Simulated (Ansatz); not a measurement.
Correlation energies of `F[C@@H]1C[C@@H](F)C1(F)F` by basis set

```xyz
12

F     1.072    1.459    1.017
C    -0.099    0.807    0.734
C     0.052   -0.719    0.837
C     0.356   -0.767   -0.667
F    -0.202   -1.770   -1.393
C    -0.285    0.623   -0.787
F    -1.597    0.546   -1.089
F     0.287    1.514   -1.602
H    -0.922    1.290    1.262
H    -0.906   -1.194    1.055
H     0.819   -1.079    1.519
H     1.425   -0.710   -0.885
```

Total charge 0; spin multiplicity 1. All single points use the PBE0-D4/def2-TZVP geometry. Frozen core, restricted reference, Ansatz 0.2.0.

| basis | HF (Eh) | MP2 corr. | CCSD corr. | (T) | CCSD(T) total |
| --- | --- | --- | --- | --- | --- |
| def2-SVP | -551.07865 | -1.26030 | -1.30348 | -0.03118 | -552.41331 |
| def2-TZVPP | -551.75305 | -1.63454 | – | – | – |
| def2-QZVPP | -551.77650 | -1.77354 | – | – | – |
